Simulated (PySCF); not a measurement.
Record of a relaxation.

Species: C4H5FOSi.
Atom-mapped SMILES: `[F:1][c:2]1[cH:3][o:4][c:5]([SiH3:6])[cH:7]1` (hydrogens: H8 on C3; H9, H10, H11 on Si6; H12 on C7)

Method: PySCF 2.14.0, PBE0-D3(BJ)/def2-SVP geometry optimisation, gas phase; density fitting, grid level 1; the optimiser is geomeTRIC in internal coordinates, started from a GFN2-xTB structure with every atom displaced at random (about 0.01 Å). 8 of its 17 geometries are shown. The frame can shift and turn from step to step; on so coarse a grid that alone can change the energy by a few meV, and forces under 0.02 eV/Å are noise.

Step 0: E = -16847.5719 eV, largest atomic force 2.724 eV/Å
```
atom  x, y, z in Å  |  force x, y, z in eV/Å
F1     -2.976    1.138    0.226   -0.522   0.433   0.131
C2     -1.855    0.496    0.032    0.650  -0.496  -0.139
C3     -1.737   -0.736   -0.538    2.456   0.935   0.714
O4     -0.386   -1.067   -0.551   -2.132  -0.468  -0.488
C5      0.290   -0.064   -0.008    0.972   0.734   0.461
Si6     2.152   -0.261    0.102   -0.701   0.057   0.399
C7     -0.548    0.945    0.382   -0.465  -0.294  -0.193
H8     -2.415   -1.418   -0.934   -1.174  -1.282  -0.725
H9      2.683    0.951    0.748    0.186   0.290   0.117
H10     2.681   -0.439   -1.240    0.392  -0.075  -0.666
H11     2.442   -1.452    0.922    0.174  -0.269   0.169
H12    -0.293    1.877    0.851    0.163   0.433   0.220
```

Step 2: E = -16847.6859 eV, largest atomic force 0.487 eV/Å
```
atom  x, y, z in Å  |  force x, y, z in eV/Å
F1     -2.959    0.753    0.959    0.064   0.023  -0.043
C2     -1.845    0.268    0.436   -0.199   0.126  -0.010
C3     -1.738   -0.855   -0.331    0.134  -0.166   0.201
O4     -0.441   -1.042   -0.636    0.018   0.282  -0.397
C5      0.284    0.002   -0.142   -0.007  -0.331   0.259
Si6     2.142   -0.033   -0.338    0.048  -0.039   0.057
C7     -0.548    0.834    0.563   -0.052   0.043  -0.073
H8     -2.458   -1.580   -0.704    0.025   0.015   0.072
H9      2.663    1.256    0.201   -0.009   0.005  -0.005
H10     2.549   -0.196   -1.763   -0.043   0.017  -0.021
H11     2.708   -1.170    0.449    0.027   0.015  -0.020
H12    -0.277    1.737    1.104   -0.006   0.011  -0.020
```

Step 5: E = -16847.7044 eV, largest atomic force 0.053 eV/Å
```
atom  x, y, z in Å  |  force x, y, z in eV/Å
F1     -2.962    0.800    0.914   -0.024   0.003   0.021
C2     -1.849    0.284    0.427    0.038  -0.017  -0.033
C3     -1.738   -0.856   -0.317   -0.041   0.013  -0.006
O4     -0.444   -1.045   -0.633   -0.014  -0.036   0.028
C5      0.290   -0.035   -0.097    0.032   0.022   0.036
Si6     2.144   -0.046   -0.333   -0.018   0.025  -0.032
C7     -0.543    0.824    0.577    0.000   0.012  -0.039
H8     -2.463   -1.581   -0.676    0.014   0.007   0.001
H9      2.655    1.247    0.208    0.005  -0.002   0.005
H10     2.483   -0.167   -1.782    0.006   0.002   0.006
H11     2.774   -1.182    0.404    0.000  -0.012  -0.001
H12    -0.267    1.733    1.106    0.003  -0.017   0.013
```

Step 7: E = -16847.7051 eV, largest atomic force 0.029 eV/Å
```
atom  x, y, z in Å  |  force x, y, z in eV/Å
F1     -2.960    0.816    0.911    0.008  -0.003  -0.009
C2     -1.847    0.292    0.426   -0.007   0.005   0.010
C3     -1.741   -0.854   -0.308   -0.014  -0.023   0.010
O4     -0.446   -1.057   -0.613   -0.013   0.025   0.005
C5      0.291   -0.044   -0.083    0.027   0.010  -0.008
Si6     2.142   -0.050   -0.343    0.009  -0.005   0.015
C7     -0.540    0.826    0.577    0.001  -0.016  -0.009
H8     -2.466   -1.580   -0.663   -0.006   0.001   0.002
H9      2.658    1.238    0.206    0.000  -0.002   0.001
H10     2.466   -0.156   -1.795   -0.001   0.005  -0.004
H11     2.782   -1.193    0.375   -0.004  -0.001  -0.008
H12    -0.259    1.734    1.106    0.001   0.004  -0.003
```

Step 9: E = -16847.7057 eV, largest atomic force 0.082 eV/Å
```
atom  x, y, z in Å  |  force x, y, z in eV/Å
F1     -2.946    0.848    0.925    0.025  -0.007  -0.006
C2     -1.842    0.308    0.440   -0.039   0.024   0.026
C3     -1.750   -0.855   -0.269    0.051   0.007  -0.014
O4     -0.459   -1.068   -0.585    0.029   0.006   0.007
C5      0.292   -0.049   -0.083   -0.059  -0.029  -0.049
Si6     2.139   -0.061   -0.367    0.012  -0.025   0.019
C7     -0.530    0.838    0.565    0.003   0.004   0.042
H8     -2.481   -1.585   -0.603   -0.010  -0.003   0.004
H9      2.673    1.199    0.226   -0.003   0.000  -0.003
H10     2.450   -0.113   -1.826   -0.005   0.007  -0.006
H11     2.773   -1.239    0.297   -0.002   0.003  -0.005
H12    -0.239    1.752    1.079   -0.002   0.013  -0.015
```

Step 11: E = -16847.7058 eV, largest atomic force 0.059 eV/Å
```
atom  x, y, z in Å  |  force x, y, z in eV/Å
F1     -2.910    0.912    0.970    0.006  -0.002   0.007
C2     -1.825    0.342    0.477   -0.007   0.006   0.009
C3     -1.763   -0.848   -0.189    0.020   0.017  -0.019
O4     -0.484   -1.085   -0.533    0.026   0.007   0.007
C5      0.289   -0.055   -0.092   -0.044  -0.033  -0.020
Si6     2.128   -0.095   -0.422    0.000  -0.005  -0.001
C7     -0.506    0.864    0.546    0.003   0.008   0.028
H8     -2.510   -1.583   -0.471   -0.004  -0.001   0.003
H9      2.708    1.103    0.251    0.002   0.000  -0.006
H10     2.411   -0.039   -1.887   -0.003  -0.002  -0.002
H11     2.737   -1.339    0.134    0.000   0.000   0.002
H12    -0.194    1.795    1.014    0.001   0.005  -0.010
```

Step 14: E = -16847.7060 eV, largest atomic force 0.152 eV/Å
```
atom  x, y, z in Å  |  force x, y, z in eV/Å
F1     -2.839    0.992    1.092   -0.022   0.009  -0.001
C2     -1.792    0.395    0.551    0.039  -0.031  -0.019
C3     -1.788   -0.799   -0.110   -0.067  -0.024   0.046
O4     -0.532   -1.076   -0.503   -0.071  -0.011  -0.030
C5      0.281   -0.063   -0.107    0.116   0.077   0.060
Si6     2.104   -0.157   -0.509   -0.009   0.020  -0.014
C7     -0.458    0.883    0.560   -0.005  -0.016  -0.066
H8     -2.567   -1.519   -0.347    0.010   0.009  -0.004
H9      2.752    1.010    0.159   -0.002  -0.001   0.001
H10     2.334   -0.078   -1.982    0.000  -0.015   0.000
H11     2.688   -1.431    0.004    0.004  -0.001  -0.001
H12    -0.103    1.817    0.990    0.007  -0.015   0.028
```

Step 16: E = -16847.7069 eV, largest atomic force under 0.02 eV/Å
```
atom  x, y, z in Å  |  force x, y, z in eV/Å
F1     -2.842    0.990    1.085    0.003   0.002   0.001
C2     -1.794    0.394    0.548    0.000   0.002   0.007
C3     -1.790   -0.800   -0.114    0.005  -0.003   0.009
O4     -0.532   -1.074   -0.506   -0.008   0.001  -0.011
C5      0.284   -0.062   -0.104    0.006  -0.002   0.011
Si6     2.106   -0.154   -0.506   -0.002   0.000  -0.010
C7     -0.460    0.881    0.562   -0.004   0.007  -0.016
H8     -2.567   -1.518   -0.358   -0.001   0.001  -0.003
H9      2.750    1.019    0.153   -0.001   0.001  -0.002
H10     2.333   -0.090   -1.981   -0.001  -0.005  -0.001
H11     2.696   -1.422    0.014    0.001   0.002   0.002
H12    -0.105    1.810    1.003    0.001  -0.006   0.012
```

**Question.** Summarise the path.

**Answer.** The energy falls by 0.1349 eV from step 0 to step 16; nine tenths of that is first reached at step 3. It never rises by more than 0.2 meV. The largest force goes from 2.724 to under 0.02 eV/Å. Among the bonds C3–H8 changes most (a near tie, within 0.001 Å, with another), from 1.041 to 1.086 Å; the atoms move by 0.063 Å rms after alignment.

What follows is the cost of the whole optimisation. Hardware: an Arm Neoverse V1 with one thread, no GPU, shared host with 32 logical CPUs at a one-minute load of 12. Cost: 1.7 min of wall time, 0.53 GiB resident at most.
